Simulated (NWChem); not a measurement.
System: GeN2H4, singlet; SMILES [NH2][Ge][NH2]

```xyz
7

Ge     0.0000     0.0000    -0.4561
N      1.3844     0.0000     0.7660
H      2.3478     0.0000     0.4568
H      1.3024     0.0000     1.7767
N     -1.3844     0.0000     0.7660
H     -1.3024     0.0000     1.7767
H     -2.3478     0.0000     0.4568
```
Atoms are numbered in this order, from 1.

Computed with NWChem. Low-valent species are run as closed-shell singlets; no triplet was tried in these runs. Structure relaxed at the B3LYP/6-31G* (spherical d) level. Static field.

```
level                                  isotropic polarisability (bohr³)  anisotropy (bohr³)
-------------------------------------  --------------------------------  ------------------
PBE/def2-SVPD                                                      54.7                19.4
B3LYP/def2-SVPD                                                       ?                   ?
LDA (Slater exchange, VWN5)/def2-SVPD                              54.6                19.4
```

**Question.** Complete the blanks.

**Answer.** 
- B3LYP/def2-SVPD, isotropic polarisability (bohr³): 52.8
- B3LYP/def2-SVPD, anisotropy (bohr³): 18.2
